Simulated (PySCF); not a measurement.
Job file and geometry (Å, from GFN2-xTB) of an NMR shielding run on `CCCOC1=C(C)[Si@H](F)[SiH2]1`, C$_{6}$H$_{13}$FOSi$_{2}$, GIAO PBE0/pcSseg-1 NMR shielding, non-relativistic, gas phase in PySCF; density fitting, a coarse starting grid and PySCF grid level 2 are the driver's defaults:

```
$ OMP_NUM_THREADS=1 python probes_run.py task.json out

{"job": {"kind": "nmr", "xc": "PBE0", "basis": "pcSseg-1"}, "charge": 0, "multiplicity": 1}
C     -3.838319     0.323896     0.390764
C     -2.443309     0.930134     0.450466
C     -1.392475    -0.033647    -0.091431
O     -0.129773     0.589624    -0.035608
C      0.957992    -0.218860    -0.024664
C      2.228132     0.247667    -0.118533
C      2.623785     1.678621    -0.260772
Si     3.290636    -1.309678     0.006062
F      4.111898    -1.638668    -1.360228
Si     1.127956    -2.117727     0.153674
H     -4.107981     0.085850    -0.635756
H     -3.882459    -0.590573     0.978075
H     -4.571230     1.022363     0.785793
H     -2.186133     1.181822     1.481022
H     -2.406702     1.849886    -0.135624
H     -1.383168    -0.958627     0.501163
H     -1.625455    -0.299648    -1.133388
H      1.744192     2.308693    -0.376181
H      3.179124     2.008657     0.618147
H      3.271558     1.805515    -1.128355
H      4.392592    -1.325023     0.961785
H      0.426322    -2.870650    -0.897040
H      0.608065    -2.642643     1.426584
```

Q: Write the output of this run.

A: 
```
coarse grid: 20000 points
cycle   1  E = -989.5789508647  dE =  1.113e+00  |g| = 7.719e-01  |ddm| = 4.338e+00
cycle   2  E = -989.4515121550  dE =  1.274e-01  |g| = 1.159e+00  |ddm| = 1.818e+00
cycle   3  E = -989.6926923516  dE = -2.412e-01  |g| = 1.015e-01  |ddm| = 1.213e+00
cycle   4  E = -989.6942456813  dE = -1.553e-03  |g| = 5.075e-02  |ddm| = 1.198e-01
cycle   5  E = -989.6947662875  dE = -5.206e-04  |g| = 1.834e-02  |ddm| = 5.659e-02
cycle   6  E = -989.6948398645  dE = -7.358e-05  |g| = 5.767e-03  |ddm| = 2.329e-02
cycle   7  E = -989.6948478896  dE = -8.025e-06  |g| = 1.105e-03  |ddm| = 6.423e-03
final grid: 183752 points
cycle   8  E = -989.7698549582  dE = -3.872e-05  |g| = 1.266e-02  |ddm| = 3.241e-02
cycle   9  E = -989.7698168992  dE =  3.806e-05  |g| = 1.887e-02  |ddm| = 2.243e-02
cycle  10  E = -989.7698873644  dE = -7.047e-05  |g| = 2.479e-03  |ddm| = 1.457e-02
cycle  11  E = -989.7698887683  dE = -1.404e-06  |g| = 3.648e-04  |ddm| = 2.599e-03
cycle  12  E = -989.7698887933  dE = -2.495e-08  |g| = 1.854e-04  |ddm| = 5.456e-04
cycle  13  E = -989.7698888018  dE = -8.529e-09  |g| = 3.041e-05  |ddm| = 1.976e-04
cycle  14  E = -989.7698888020  dE = -1.801e-10  |g| = 9.648e-06  |ddm| = 3.617e-05
converged SCF energy = -989.7698888020

GIAO shielding tensors (ppm)
atom      isotropic    diamagn.    paramagn.     s11        s22        s33       span
  0 C      175.852     245.535     -69.683    168.768    170.286    188.501     19.733
  1 C      159.223     248.730     -89.506    143.527    163.351    170.792     27.265
  2 C      106.727     249.612    -142.886     65.797     95.354    159.029     93.233
  3 O      163.236     404.529    -241.292     16.321    217.701    255.688    239.367
  4 C        2.881     261.111    -258.230    -80.380     10.352     78.670    159.050
  5 C       33.404     268.544    -235.140    -53.038     27.868    125.382    178.419
  6 C      170.822     246.310     -75.488    151.067    175.454    185.945     34.879
  7 Si     346.174     879.286    -533.112    280.986    316.531    441.005    160.019
  8 F      378.017     464.865     -86.847    343.297    373.581    417.175     73.878
  9 Si     407.303     883.487    -476.185    348.614    396.737    476.556    127.942
 10 H       30.861      28.354       2.507     26.556     28.912     37.115     10.560
 11 H       30.928      28.800       2.128     26.377     29.391     37.016     10.638
 12 H       30.429      25.772       4.657     25.872     27.622     37.793     11.921
 13 H       29.927      32.802      -2.875     25.626     29.655     34.499      8.873
 14 H       29.765      32.339      -2.574     24.969     29.593     34.732      9.763
 15 H       27.882      35.579      -7.697     23.212     28.980     31.454      8.242
 16 H       27.490      34.389      -6.899     23.504     28.264     30.703      7.198
 17 H       29.082      31.970      -2.888     23.466     30.460     33.322      9.856
 18 H       30.107      28.555       1.552     26.104     27.798     36.420     10.316
 19 H       29.909      28.275       1.634     25.508     28.262     35.955     10.447
 20 H       25.793      28.833      -3.040     22.155     24.897     30.328      8.173
 21 H       26.693      30.615      -3.922     23.481     25.427     31.171      7.690
 22 H       26.772      30.613      -3.841     23.250     25.703     31.363      8.113
```

Q: Turn these shieldings into chemical shifts. δ = σ(ref) − σ, references computed at the same level: ¹³C (186.93 ppm) and ²⁹Si (349.16 ppm) and ¹H (31.72 ppm) vs TMS; ¹⁷O (336.08 ppm) against H2O; CFCl3 for ¹⁹F (170.95 ppm).

A: Averaging equivalent atoms: C 4: 184.0; C 5: 153.5; C 2: 80.2; C 1: 27.7; C 6: 16.1; C 0: 11.1; O 3: 172.8; Si 7: 3.0; Si 9: -58.1; F 8: -207.1; H 20: 5.92; H 21: 5.02; H 22: 4.95; H 16: 4.23; H 15: 3.83; H 17/18/19: 2.02; H 14: 1.95; H 13: 1.79; H 10/11/12: 0.98 ppm. Unscaled 19F shifts against computed CFCl3 carry errors that often reach 10 to 50 ppm. Experimental scales use liquid or dissolved standards, which lie at an offset from isolated H2O (liquid H2O: subtract about 36 ppm).

Size and cost of the density-fitted run: 249 basis functions, 110 s wall time on 1 thread of an Arm Neoverse N1, shared host; peak memory 1.2 GiB.
